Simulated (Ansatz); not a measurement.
Compare A (`N[SiH](O)CCl`) with its isomer B (`C[Si](N)(O)Cl`).

Computed with Ansatz on PBE0-D4/def2-TZVP structures; ΔE is electronic, products minus reactants. CBS: MP2 limit from def2 TZ/QZ plus the TZ coupled-cluster correction, frozen cores. Functionals use def2-TZVPP. B3LYP here is the variant with VWN-RPA as its local correlation; programs differ in this. Each species was taken in one conformer, which may not be the lowest.

Q: Which isomer does CCSD(T)/CBS put lower? Give the gap. (An estimate is asked.)

A: The calculation gave: B, by 45.3 kcal/mol.

Q: Give E(B) − E(A) in kcal/mol with B3LYP, B3LYP-D4, HF/def2-TZVPP, B2PLYP, CCSD/def2-TZVPP, r2SCAN-D4, MP2/def2-TZVPP. (An estimate is asked.)

A: The calculation gave: B3LYP -44.6, B3LYP-D4 -44.8, HF/def2-TZVPP -46.2, B2PLYP -45.3, CCSD/def2-TZVPP -45.2, r2SCAN-D4 -46.7, MP2/def2-TZVPP -46.4. None reverses the order clearly.

Largest T1 diagnostic: 0.010.

From PBE to PBE0 (25 % exact exchange), in def2-TZVPP and without D4, E(B) − E(A) moves by −1.4 kcal/mol.
